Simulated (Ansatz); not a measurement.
`C=C[SiH2]BN` → `C=NB(C)[SiH3]`  (isomerisation)

Computed with Ansatz on PBE0-D4/def2-TZVP structures; ΔE is electronic, products minus reactants. CCSD(T)/CBS is the MP2 limit (def2-TZVPP, def2-QZVPP) plus CCSD(T) − MP2 in def2-TZVPP, frozen cores. Functionals use def2-TZVPP. B3LYP here is the variant with VWN-RPA as its local correlation; programs differ in this. One conformer a species, not always the lowest.

```csv
level,ΔE (kJ/mol),difference from CCSD(T)/CBS
PBE-D4,6.5,-25.7
r2SCAN-D4,12.2,-20.0
PBE0-D4,17.0,-15.2
B3LYP-D4,15.7,-16.5
ωB97X-V,25.3,-6.9
ωB97M-V,27.7,-4.5
B2PLYP,22.2,-10.0
PBE,7.0,-25.2
r2SCAN,12.4,-19.8
PBE0,17.5,-14.7
B3LYP,16.3,-15.9
HF/def2-TZVPP,37.8,5.6
MP2/def2-TZVPP,29.8,-2.4
SCS-MP2/def2-TZVPP,30.1,-2.1
CCSD/def2-TZVPP,30.9,-1.3
CCSD(T)/def2-TZVPP,28.5,-3.7
HF/def2-QZVPP,38.2,6.0
MP2/def2-QZVPP,32.0,-0.2
SCS-MP2/def2-QZVPP,32.6,0.4
HF/CBS(def2),38.3,6.1
MP2/CBS(def2),33.5,1.3
CCSD/CBS(def2),34.6,2.4
CCSD(T)/CBS,32.2,0
```

Largest T1 diagnostic among the species: 0.015.

From PBE to PBE0 (25 % exact exchange), in def2-TZVPP and without D4, ΔE moves by +10.6 kJ/mol. In def2-TZVPP, CCSD(T) changes the Hartree–Fock value by −9.4 kJ/mol (the triples alone add −2.4 kJ/mol) and MP2 by −8.1 kJ/mol.
